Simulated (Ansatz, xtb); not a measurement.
**Two conformers of BClFH2N2**

Structure a is `[NH]NB(F)Cl`, a doublet and structure b is `[NH]NB(F)Cl`, a doublet. Both are isolated molecules in the gas phase, relaxed with PBE0-D3(BJ)/def2-SVP.

a (Å):

```yaml
atoms:
  - { symbol: B, position_ang: [-0.2874, 0.7201, -3.0784] }
  - { symbol: Cl, position_ang: [-0.9160, -0.5585, -4.0831] }
  - { symbol: F, position_ang: [-0.7399, 1.9602, -3.2114] }
  - { symbol: N, position_ang: [1.2678, -0.6886, -1.8417] }
  - { symbol: N, position_ang: [0.7152, 0.5004, -2.0931] }
  - { symbol: H, position_ang: [1.9495, -0.5352, -1.0892] }
  - { symbol: H, position_ang: [1.0102, 1.3210, -1.5615] }
```

b (Å):

| atom | x (Å) | y (Å) | z (Å) |
| --- | --- | --- | --- |
| B | 0.5563 | -0.9336 | 0.7484 |
| Cl | -0.7041 | -0.5361 | 1.9073 |
| F | 1.5394 | -1.7515 | 1.0862 |
| N | 0.5325 | -0.3831 | -0.5576 |
| N | -0.3456 | 0.4527 | -1.1167 |
| H | -1.0445 | 0.6356 | -0.3823 |
| H | 1.2860 | -0.6449 | -1.1913 |

Energies in hartree; the thermal terms are from PBE0-D3(BJ)/def2-SVP harmonic frequencies (ideal gas, rigid rotor, one conformer each, 298.15 K, 1 atm) and include the zero-point energy:

|  | a | b |
| --- | --- | --- |
| E, CCSD(T)/def2-SVP | −694.200573 | −694.205213 |
| E, MP2/def2-SVP | −694.144868 | −694.149655 |
| E, MP2/def2-TZVPP | −694.795998 | −694.800531 |
| zero-point energy | 0.039847 | 0.040342 |
| H(298 K) − E | 0.046051 | 0.046448 |
| G(298 K) − E | 0.010092 | 0.010686 |

Task: Correct the CCSD(T) difference for the basis set by the MP2 change, then work out ΔE, ΔE₀, ΔH and ΔG for a → b in kJ/mol (1 Eh = 2625.50 kJ/mol) and the equilibrium ratio [b]/[a].

Result: 1. Differences b − a: CCSD(T) −0.004640, MP2 in the small set −0.004787, MP2 in the large set −0.004533 Eh.
2. ΔE = −0.004640 + (−0.004533 − (−0.004787)) = −0.004386 Eh = −11.52 kJ/mol.
3. ΔE₀ = ΔE + ΔZPE = −0.004386 + (+0.000495) Eh = −10.22 kJ/mol.
4. ΔH = ΔE + (+0.000397) Eh = −10.47 kJ/mol.
5. ΔG = ΔE + (+0.000594) Eh = −9.96 kJ/mol, so ΔS = (ΔH − ΔG)/T = −1.7 J/(mol K).
6. kT = 0.9442 mEh, so K = [b]/[a] = exp(−ΔG/kT) = exp(+4.02) ≈ 55.

Structure b is favoured at this temperature. An error of 4 kJ/mol in ΔG would change K by a factor of 5. Mirror images and further conformers aren't counted.

Other levels gave ΔE = −14.3 (PBE0-D3(BJ)/def2-SVP); −9.9 (HF/def2-SVP); −12.6 (MP2/def2-SVP); −12.2 (CCSD(T)/def2-SVP) kJ/mol. Open shells are spin-unrestricted. The correlated steps freeze 9 core orbitals. Programs: Ansatz 0.2.0.
